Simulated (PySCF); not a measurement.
Planning a spin–spin coupling job on `F[C@]12[C@H]3[C@@H]4C5[C@H]3[C@H]1[C@@H]5[C@@H]42`.

Method: KT3/ANO-RCC-VDZP indirect spin-spin coupling, non-relativistic, gas phase (PySCF 2.14.0, density-fitted response routines). Geometry: GFN2-xTB. Work: spin–spin couplings from 8 perturbed nuclei, spin–dipole term for 1 of them, density fitting. The input is one job of a driver script: a line of settings, then coordinates in Å.

Command:
```bash
OMP_NUM_THREADS=1 python probes_run.py task.json out
```

Input:
```
{"job": {"kind": "j", "xc": "KT3", "basis": "ANO-RCC-VDZP", "scf": {"conv": 1e-11}}, "charge": 0, "multiplicity": 1}
F     -0.034473    -1.464598     2.219237
C     -0.017350    -0.715556     1.085573
C      0.971233    -0.915463    -0.079448
C     -0.204746    -0.782019    -1.073258
C      0.017288     0.744508    -1.129204
C      1.187926     0.613964    -0.131377
C      0.205317     0.808882     1.045636
C     -0.966321     0.932959     0.045382
C     -1.194790    -0.594613     0.098687
H      1.748598    -1.666954    -0.116190
H     -0.370317    -1.423976    -1.929095
H      0.031250     1.339866    -2.033304
H      2.149885     1.102235    -0.223679
H      0.369336     1.438899     1.909887
H     -1.748760     1.679392     0.095063
H     -2.151676    -1.088583     0.204680
```

Hardware: one thread, Arm Neoverse V2 (aarch64), shared host with 32 logical CPUs at a one-minute load of 10. PySCF's memory limit was set to 1200 MB.

How large is the basis?

161 functions for 64 electrons, with 1042 fitting functions; the fitted three-index integrals, 1042 × 161 × 162/2 numbers of 8 bytes, come to 100 MiB.

Question: Which is nearest to the wall time?
A. 1.2 s
B. 8.7 s
C. 70 s

Answer: C. The run took 70 s. The SCF took 11 cycles.

Estimate the peak memory.

About 0.71 GiB. Peak memory is the resident size of the whole Python process, interpreter and libraries included.

At this speed, how long would 100 such jobs take on 64 cores, one job a core?

100/64 gives 2 rounds of 70 s, about 2.3 min of wall time and 1.9 core-hours, if the jobs don't slow each other.

The SCF part of the output:
```
final grid: 138872 points
cycle   1  E = -415.0600212486  dE =  1.709e+00  |g| = 6.663e-01  |ddm| = 6.045e+00
cycle   2  E = -414.8880983998  dE =  1.719e-01  |g| = 1.153e+00  |ddm| = 2.049e+00
cycle   3  E = -415.1608782616  dE = -2.728e-01  |g| = 8.705e-02  |ddm| = 1.331e+00
cycle   4  E = -415.1619507002  dE = -1.072e-03  |g| = 5.889e-02  |ddm| = 1.581e-01
cycle   5  E = -415.1626776597  dE = -7.270e-04  |g| = 6.709e-03  |ddm| = 6.806e-02
cycle   6  E = -415.1626834155  dE = -5.756e-06  |g| = 4.161e-03  |ddm| = 1.073e-02
cycle   7  E = -415.1626874598  dE = -4.044e-06  |g| = 5.302e-04  |ddm| = 4.931e-03
cycle   8  E = -415.1626875330  dE = -7.327e-08  |g| = 9.301e-05  |ddm| = 7.350e-04
cycle   9  E = -415.1626875344  dE = -1.401e-09  |g| = 5.836e-05  |ddm| = 1.931e-04
cycle  10  E = -415.1626875353  dE = -8.280e-10  |g| = 3.550e-06  |ddm| = 6.524e-05
cycle  11  E = -415.1626875353  dE = -2.046e-12  |g| = 1.898e-06  |ddm| = 5.721e-06
converged SCF energy = -415.1626875353
```

The host was shared with other jobs, so the times are rough.
